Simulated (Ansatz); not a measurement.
## Relaxing a trial structure of CHBClGe+

The starting geometry of this gas-phase triplet was optimised with GFN2-xTB as a singlet.

```yaml
atoms:
  - { symbol: C, position_ang: [1.1853, -0.7715, -1.3834] }
  - { symbol: B, position_ang: [1.0519, -1.6104, -2.5421] }
  - { symbol: Cl, position_ang: [0.8570, -2.5444, -3.7933] }
  - { symbol: Ge, position_ang: [0.0917, -0.3792, 0.0997] }
  - { symbol: H, position_ang: [2.1178, -0.2010, -1.2822] }
```

Where would you expect an optimisation with PBE0-D3(BJ)/pcseg-1 to take it?

It keeps its bonds.

The energy falls by 0.67 eV over 12 steps:

| step | E − E(last) (eV) |
| --- | --- |
| 1 | 0.674 |
| 2 | 0.241 |
| 3 | 0.080 |
| 5 | 0.029 |
| 6 | 0.021 |
| 7 | 0.005 |
| 8 | 0.002 |
| 10 | 0.000 |
| 11 | 0.000 |
| 12 | 0.000 |

Final geometry (Å):

```yaml
atoms:
  - { symbol: C, position_ang: [1.4949, -0.6100, -1.3973] }
  - { symbol: B, position_ang: [0.9761, -1.5472, -2.3807] }
  - { symbol: Cl, position_ang: [0.5897, -2.5750, -3.6080] }
  - { symbol: Ge, position_ang: [-0.1829, -0.7339, -0.2125] }
  - { symbol: H, position_ang: [2.4258, -0.0405, -1.3028] }
```

Frequencies at the end are all real (lowest 93 cm⁻¹). Open shells are spin-unrestricted. The triplet needn't be the ground state. Run with Ansatz 0.2.0, 110 s on 1 thread of Arm Neoverse V1, with other jobs on the host.
